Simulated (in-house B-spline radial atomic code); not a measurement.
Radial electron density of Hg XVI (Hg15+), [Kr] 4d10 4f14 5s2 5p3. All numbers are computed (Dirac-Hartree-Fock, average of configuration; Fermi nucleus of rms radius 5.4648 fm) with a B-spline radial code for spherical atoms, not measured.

Columns: r (bohr), 4πr²n(r) (electrons per bohr), bar.

```
0.000458     3.42 #
0.000561    4.697 #
0.000686    6.403 ##
0.000839    8.685 ###
 0.00103    11.77 ###
 0.00126    15.76 #####
 0.00154    20.89 ######
 0.00188    27.37 ########
  0.0023    35.52 ###########
 0.00282    45.51 ##############
 0.00345     57.1 #################
 0.00422    70.04 #####################
 0.00516    83.61 #########################
 0.00632    96.74 #############################
 0.00773    107.6 ################################
 0.00946    114.6 ##################################
  0.0116    116.4 ###################################
  0.0142      113 ##################################
  0.0173    107.1 ################################
  0.0212    102.8 ###############################
  0.0259    105.6 ###############################
  0.0318    118.2 ###################################
  0.0389    135.8 ########################################
  0.0475    148.1 ############################################
  0.0582    145.6 ###########################################
  0.0712    129.9 #######################################
  0.0871    117.2 ###################################
   0.107    122.6 ####################################
    0.13      137 #########################################
    0.16    134.6 ########################################
   0.195    106.9 ################################
   0.239    80.27 ########################
   0.292     80.5 ########################
   0.358    91.09 ###########################
   0.438     82.2 ########################
   0.536    55.38 ################
   0.656    31.19 #########
   0.802    17.58 #####
   0.982    9.481 ###
     1.2    3.885 #
    1.47   0.9687 
     1.8   0.1292 
     2.2 0.008258 
    2.69 0.0002108 
     3.3 1.653e-06
```

On this grid the curve has 4 maxima, near 0.0116, 0.0475, 0.13, 0.358 bohr.

The 5p3/2 radial function P(r) = rR(r), positive near the nucleus, with its small component Q(r) (sign convention: Q ≈ (P' + κP/r)/2c):

```csv
r (bohr),P,Q
0.000839,0.001253,-0.0001874
0.00126,0.002682,-0.0004016
0.00188,0.005622,-0.0008433
0.00282,0.01175,-0.001768
0.00422,0.02399,-0.003624
0.00632,0.04763,-0.007249
0.00946,0.09038,-0.01393
0.0142,0.1607,-0.02534
0.0212,0.2544,-0.04187
0.0318,0.3356,-0.0606
0.0475,0.3033,-0.06975
0.0712,0.03827,-0.05185
0.107,-0.3743,-0.002853
0.16,-0.4142,0.03795
0.239,0.253,0.02352
0.358,0.7025,-0.0187
0.536,-0.1532,-0.01998
0.802,-1.194,0.005774
1.2,-0.9158,0.01155
1.8,-0.1995,0.003043
2.69,-0.009007,0.0001488
```
